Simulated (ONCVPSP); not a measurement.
## boron: one change to an ONCV potential, before and after

- Element: B
- Generator: ONCVPSP 4.0.1
- Type: optimised norm-conserving Vanderbilt (ONCV)
- Functional: PBEsol
- Relativity: scalar-relativistic
- Frozen core: [He]
- Valence charge: 3
- Reference configuration: 2s1 2p2
- Partial waves: 2s: rc 1.70 bohr, ncon 4, nbas 8, qcut 4.8 1/bohr, 1 projector; 2p: rc 2.80 bohr, ncon 4, nbas 8, qcut 4.7 1/bohr, 2 projectors, debl 1.9 Ha; d scattering state at 0.19 Ha: rc 2.30 bohr, ncon 4, nbas 7, qcut 4.4 1/bohr, 1 projector
- Local potential: polynomial inside 1.25 bohr (lpopt 5, dvloc0 0 Ha)
- Core correction: none

Change: s: qcut 6.1; p: qcut 5.9; d: qcut 5.6.

Cutoffs: the cutoffs (Ha) at which the residual kinetic energy of the hardest occupied pseudo-wave falls to 1 and 0.1 mHa per electron; they do not see the model core or the augmentation charge, which bear on the density cutoff. Errors are all-electron minus pseudo energies relative to the spin-unpolarised reference configuration.

Problem. What does the change do?

Solution. The potential gets harder (8.7 Ha and 12 Ha → 11 Ha and 14 Ha); of the 4 tests that both files solve, the error grows in 0 and shrinks in 3 by more than 15 % and 0.3 meV (median size 74.4 → 47.3 meV); neither file shows a bound ghost.

```tsv
quantity	base	changed
cutoff, loose	8.7 Ha	11 Ha
cutoff, tight	12 Ha	14 Ha
loose cutoff by channel	s 8.7 Ha, p 7.1 Ha	s 11 Ha, p 8.5 Ha
bound ghosts	none	none
GHOST(+) flags under 300 eV	none	none
error for 2s2 2p1, meV [ΔE -5.82 eV]	-7.2	-6.6
error for 2s2 2p0, meV [ΔE 2.32 eV]	+123	+80
error for 2s1 2p0, meV [ΔE 27.58 eV]	+400	+286
error for 2s2 2p0.5, meV [ΔE -2.96 eV]	+26	+15
s: phases at 1.73 bohr within 0.05 rad from the reference energy up to (Ha; the scan ends near 5)	1.7	1.9
p: phases at 2.84 bohr within 0.05 rad from the reference energy up to (Ha; the scan ends near 5)	3.0	3.1
d: phases at 2.33 bohr within 0.05 rad from the reference energy up to (Ha; the scan ends near 5)	3.0	3.1
```
